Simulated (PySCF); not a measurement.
Unknown compound

The spectra below were simulated for a compound CH5F3O3Si2.

¹H NMR (400 MHz, computed): δ 5.05 (m, 2H), 4.40 (s, 1H), 2.71 (br s, 2H).

¹³C{¹H} NMR (computed): δ 139.1 (C).

- coordinates at the GFN2-xTB level
- σ from GIAO-PBE0/pcSseg-1
- code: PySCF
- no relativistic terms, no solvent, fast rotation and ring inversion assumed for equivalent nuclei, one conformer

Chemical shifts δ = σref − σ; ¹H, ¹³C vs TMS, all at this level.

Q: What is the structure?

A: 
Rings plus π bonds: 0. Carbon types of the structure: 1 × C, leaving 5 H on heteroatoms. δC 139.1: CF3 carbon; 3 electronegative neighbours deshield it. δH 5.05: hydrogen on a silicon bonded to C, O. δH 4.40: hydrogen on a silicon bonded to 3 O. δH 2.71: hydrogen on an oxygen bonded to Si; exchangeable; this is the value without hydrogen bonding to other molecules.

These data were computed for `[SiH2](O[SiH](O)O)C(F)(F)F`.

This is the structure that produced the data.

OH/NH shifts are gas-phase values; hydrogen bonding in solution moves them, usually downfield. Splittings by ¹⁹F in the carbon and heteronuclear signals aren't shown, as no couplings were computed. Shifts are as computed. Against solution values, carbons near 30 ppm lie about +3 ppm off and those near 130 ppm about +5 ppm. Of 1309 compounds with measured shifts, 239 miss one by over three times the rms of a fit or turn the order of signals round; such compounds aren't used in these exercises. Multiplicities follow the n + 1 count of equivalent neighbours, as no J values were calculated; m marks all less simple cases, F and P coupling included.
